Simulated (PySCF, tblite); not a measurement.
Isomers of C4H10F2OSi2. All values are computed: GFN2-xTB (tblite) harmonic vibrations without scaling, gas phase. Against measured fundamentals such values can be off by several per cent, at times by over 20. Modes of hydrogen on silicon can be 10 to 20 % off. One conformer each.

Electronic energies: PBE0/pcSseg-1 single points on the GFN2-xTB geometries (PySCF, gas phase).

```json
{"SMILES": "CCO/C([SiH3])=C\\[SiH](F)F", "electronic energy, lowest = 0 (kcal/mol)": "0.0"}
{"SMILES": "C[SiH](C)[Si@@H](F)[C@@H](F)C=O", "electronic energy, lowest = 0 (kcal/mol)": "23.8"}
{"SMILES": "CO[SiH2]C([SiH2]C)=C(F)F", "electronic energy, lowest = 0 (kcal/mol)": "46.4"}
```

Problem. How do GFN2-xTB zero-point energies change the relative energies?

Solution. 
```
                         SMILES  ZPE (kcal/mol)  of it from modes above 1550 cm⁻¹  electronic (kcal/mol)  with ZPE, lowest = 0 (kcal/mol)  lowest mode (cm⁻¹)  rings
      CCO/C([SiH3])=C\[SiH](F)F            80.8                              41.2                    0.0                              0.0                  25      0
C[SiH](C)[Si@@H](F)[C@@H](F)C=O            81.7                              43.1                   23.8                             24.7                   2      0
       CO[SiH2]C([SiH2]C)=C(F)F            79.7                              41.0                   46.4                             45.3                  32      0
```

The zero-point energies span 2.0 kcal/mol, from `CO[SiH2]C([SiH2]C)=C(F)F` to `C[SiH](C)[Si@@H](F)[C@@H](F)C=O`. The order is unchanged.

Problem. And how do the electronic energies of GFN2-xTB itself compare?

Solution. `CCO/C([SiH3])=C\[SiH](F)F` 0.0; `C[SiH](C)[Si@@H](F)[C@@H](F)C=O` 51.3; `CO[SiH2]C([SiH2]C)=C(F)F` 49.2 kcal/mol, lowest = 0. Against the energies above, taken from the same isomer `CCO/C([SiH3])=C\[SiH](F)F`, the largest difference is 27.5 kcal/mol.
